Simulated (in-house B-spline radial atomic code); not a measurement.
**How G0W0 and RPA depend on the start: Cl⁵⁺**

Configuration [Ne] 3s2. Computed with a B-spline radial code for spherical atoms: all electrons, non-relativistic, point nucleus, each spin shell either full or empty, empty states to l = 9 with an (l + 1/2)⁻⁴ tail; G0W0 by contour deformation at full frequency.

```csv
start,mean-field 3s (eV),G0W0 (eV),QP weight,RPA correlation (Eh)
Hartree-Fock,-94.87,-96.79,0.975,-0.67898
LDA VWN5,-89.27,?,?,?
PBE,-89.14,?,?,?
PBE0,-90.84,-97.09,0.962,-0.73972
r2SCAN,-89.38,-97.19,0.957,-0.75288
HSE06,-90.48,-97.11,0.960,-0.74326
B3LYP (VWN-RPA),-90.68,-97.12,0.960,-0.74532
SCAN,-89.44,-97.18,0.957,-0.75276
TPSS,-89.23,-97.20,0.955,-0.76148
BHandHLYP,-92.51,-96.98,0.967,-0.71732
CAM-B3LYP,-92.55,-97.02,0.966,-0.7309
LC-wPBE,-94.16,-96.97,0.970,-0.72718
wB97X,-93.60,-96.95,0.969,-0.72434
PBEsol,-89.05,-97.23,0.955,-0.7668
BLYP,-89.15,-97.20,0.954,-0.76709
r2SCAN0,-91.00,-97.08,0.963,-0.73108
LDA exchange-only,-87.68,-97.23,0.956,-0.7677
```

What G0W0 level, weight and RPA correlation energy follow from the PBE start?

G0W0 level -97.21 eV, weight 0.955, RPA correlation -0.76648 hartree.

What G0W0 level, weight and RPA correlation energy follow from the LDA VWN5 start?

G0W0 level -97.26 eV, weight 0.954, RPA correlation -0.76818 hartree.

How much of the dependence on the start does G0W0 remove?

The mean-field levels span 7.18 eV and the G0W0 levels 0.474 eV. Against 96.94 ± 0.04 eV (NIST, semi-empirical) the G0W0 removal energies are off by -0.15 to +0.32 eV, with relativity, Breit and QED terms left out.
